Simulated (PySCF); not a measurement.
**CeH: one state, many levels of theory**

State: doublet, about 1.0 electrons in the 4f shell (Mulliken), real f orbitals that mix terms. Set-up: basis Ce x2c-SVPall, H x2c-SVPall; spin-free X2C with a Gaussian nucleus; PySCF 2.14. De refers to Ce (4f1 5d1 6s2) + H in their high-spin ground configurations, without counterpoise correction. The functionals are run spin-unrestricted. A positive dipole means Ce(−)H(+). Levels whose curve was spin-contaminated or gave no clean fit are not listed.

```tsv
Level	Re (Å)	ωe (cm⁻¹)	De (eV)	μ (D)	CPU s a point (SCF and correlation, without the integrals)
ROHF	2.040	1435	n/a	-2.18	1.2
ROHF-MP2	1.981	1493	n/a	n/a	2.7
ROHF-SCS-MP2	1.990	1487	n/a	n/a	n/a
ROHF-CCSD	1.998	1459	2.61	n/a	n/a
ROHF-CCSD(T)	2.001	1445	2.64	n/a	140
```

The bond length runs from 1.981 Å (ROHF-MP2) to 2.040 Å (ROHF).

Correlated steps freeze 18 core orbitals. Correlated levels converge slowly with the basis: in double zeta they bind strong bonds too weakly, by up to about 1 eV, and carry superposition errors of some tenths. These are scalar-relativistic numbers at best; spin–orbit coupling would shift them, the dissociation energy most. UHF is strongly spin-contaminated for CeH, so the ROHF reference used there is far from stable. The state is the lowest single determinant that the PBE0 search found; with open d or f shells the true ground state can be another one.

The whole job (state search and all levels along the bond) took about 30 min on 2 threads of Arm Neoverse N1 (shared host), peak memory 3.2 GiB.
